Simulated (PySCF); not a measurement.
**P⁺: ionisation energy**

P⁺ [Ne] 3s2 3p2 (3P) → P²⁺ [Ne] 3s2 3p1 (2P), as a difference of total energies. Computed with PySCF 2.14 in dyall-acv3z, with the non-relativistic Hamiltonian (point nucleus). Correlated levels: valence and next inner shell: 1s2 frozen; virtual orbitals above 40 to 60 times the deepest correlated orbital energy dropped. The calculations carry no spin-orbit coupling.

| method | ionisation energy (eV) |
| --- | --- |
| UHF | 19.169 |
| MP2 (valence and next inner shell) | 19.659 |
| SCS-MP2 (valence and next inner shell) | 19.564 |
| CCSD (valence and next inner shell) | 19.690 |
| CCSD(T) (valence and next inner shell) | 19.723 |

A first-order spin-orbit estimate (lowest level to lowest level, LS coupling) adds -0.007 eV.

Errors of the correlated levels include the incompleteness of this basis and the frozen core.

Task: Which method comes closest to the reference value, and which is furthest?

Result: The reference is 19.769 eV (semi-empirical (NIST evaluation); NIST Atomic Spectra Database, ionization energies). Closest: CCSD(T) (valence and next inner shell) (error -0.053 eV); furthest: UHF (error -0.606 eV), both after the spin-orbit estimate.
